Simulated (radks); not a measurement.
Neutral krypton inside a hard spherical wall (all orbitals vanish at R), configuration held at [Kr] and not refilled when levels cross. Method: non-relativistic Kohn-Sham, r2SCAN, spin-unpolarised, spherical densities, point nucleus; meta-GGA in the generalised Kohn-Sham scheme; computed with a radial shooting solver on a logarithmic mesh with Libxc functionals. Eigenvalues in eV, with the zero of energy where the potential of the charges vanishes at infinity; a dash marks a level that is unbound or too diffuse for the functional's potential to be trusted. A positive occupied level is held by the wall or, in an anion where self-interaction has pushed it up, behind a barrier. The pressure on the wall is -dE/dV.

| R (bohr) | E (hartree) | kinetic (hartree) | e(3p) | e(3d) | e(4s) | e(4p) | e(5s, empty) | e(5p, empty) | pressure (GPa) |
|---|---|---|---|---|---|---|---|---|---|
| free | -2753.80462 | 2752.251 | -197.45 | -84.805 | -23.063 | -9.682 | - | - | 0 |
| 20 | -2753.80462 | 2752.251 | -197.45 | -84.805 | -23.063 | -9.682 | - | - | < 0.0001 |
| 12 | -2753.80462 | 2752.251 | -197.45 | -84.805 | -23.063 | -9.682 | 0.513 | 1.696 | < 0.0001 |
| 8 | -2753.80442 | 2752.254 | -197.44 | -84.789 | -23.050 | -9.670 | 1.840 | 4.358 | 0.0123 |
| 5 | -2753.77054 | 2752.512 | -196.32 | -83.675 | -22.215 | -8.799 | 9.294 | 15.674 | 5.59 |
| 4 | -2753.60422 | 2753.492 | -193.23 | -80.605 | -20.004 | -6.321 | 20.925 | 30.226 | 53.2 |
| 3 | -2752.51477 | 2758.409 | -182.49 | -69.974 | -11.701 | 3.469 | 58.129 | 72.164 | 654 |
| 2 | -2743.63270 | 2788.210 | -146.52 | -34.428 | 30.662 | 52.313 | 215.12 | 235.81 | 13600 |
| 1.5 | -2718.69893 | 2861.164 | -95.773 | 17.680 | 129.29 | 158.46 | 503.43 | 522.36 | 100000 |
